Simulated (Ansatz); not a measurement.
Species: C₁₆H₁₁B, SMILES `c1ccc2c3c1ccc1cc(B)cc(c31)cc2` (H–B–C–C torsion 0°) (charge 0, multiplicity 1), formula C16H11B.

Task: How many basis functions does frozen-core CCSD(T)/cc-pVDZ // B3LYP-D3(BJ)/def2-SVP (Ansatz, a quantum-chemistry and plane-wave program) use, how many core orbitals are frozen, and how many electrons are correlated?

Result: 293 basis functions and 17 frozen orbitals, which leaves 78 correlated electrons. Core time is of the order of minutes.
